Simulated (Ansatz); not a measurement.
Basis-set extrapolation for `CBNC[SiH3]` (PBE0-D4/def2-TZVP geometry, frozen core, Ansatz). Multiplicity 1, RHF reference.

```csv
,def2-TZVPP,def2-QZVPP
HF,-449.733417,-449.750304
MP2 correlation,-0.796466,-0.848900
CCSD(T) correlation,-0.891624,not run
```

Energies in hartree. Use E(X) = E(∞) + A·exp(−7.88·√X) for Hartree–Fock and E(X) = E(∞) + B·X^(−2.97) for correlation, with X = 3 and 4, and add CCSD(T) minus MP2 of the smaller set to the MP2 limit.

**Question.** What is the CCSD(T) energy at the basis-set limit?

**Answer.** HF limit: -449.750304 + (-0.016887) × 0.13774 = -449.75263. MP2 limit: -0.848900 + (-0.052434) × 0.74074 = -0.88774. Higher-order term: -0.891624 − (-0.796466) = -0.09516. Total: -450.73553 hartree, 69.3 kcal/mol below CCSD(T)/def2-TZVPP.
